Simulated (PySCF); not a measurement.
C₃H₅NOSi, SMILES O[Si@@H]1C=CC=N1.

Geometry: PBE-D3(BJ)/def2-SVP. The structure was generated by enumeration; whether it is a known compound was not checked. Other conformers were not sampled.

Method: PBE-D3(BJ)/def2-SVP run with PySCF.

Frequencies are harmonic and unscaled.

```
mode  ν (cm⁻¹)  IR (km/mol)   moving atoms (share of kinetic energy)
----  --------  -----------  ---------------------------------------
1          135          1.1   O 32 %, C 26 %, H 19 %, Si 15 %, N 8 %
2          171         36.1                   H 62 %, C 13 %, O 11 %
3          281         73.9                    H 45 %, O 36 %, C 9 %
4          393         20.7  C 42 %, H 16 %, N 15 %, O 15 %, Si 12 %
5          441          6.0                   C 37 %, H 34 %, N 24 %
6          486         23.0          Si 40 %, C 29 %, N 17 %, H 10 %
7          617         12.2                  C 45 %, Si 33 %, N 15 %
8          683         40.5                           H 77 %, C 18 %
9          703          4.9                   H 40 %, N 39 %, C 14 %
10         705         44.8                           H 59 %, C 24 %
11         775         23.1                           H 74 %, O 17 %
12         829         64.2                   H 40 %, C 39 %, N 13 %
13         866        297.6                   H 66 %, Si 13 %, O 9 %
14         899         40.4                  O 31 %, Si 31 %, H 30 %
15         922         47.0                           C 65 %, H 27 %
16         935         11.5                           H 70 %, C 23 %
17         975          0.6                           H 67 %, C 33 %
18        1040         22.2                           H 85 %, C 10 %
19        1255         11.8                           H 67 %, C 31 %
20        1313          9.9                    H 73 %, C 18 %, N 9 %
21        1529         29.7                           C 85 %, N 12 %
22        1623         29.1                           C 66 %, N 28 %
23        2213         90.9                                   H 97 %
24        2975         65.5                            H 92 %, C 8 %
25        3086         20.3                            H 92 %, C 8 %
26        3150          1.3                            H 91 %, C 9 %
27        3764         82.8                                   H 94 %
```
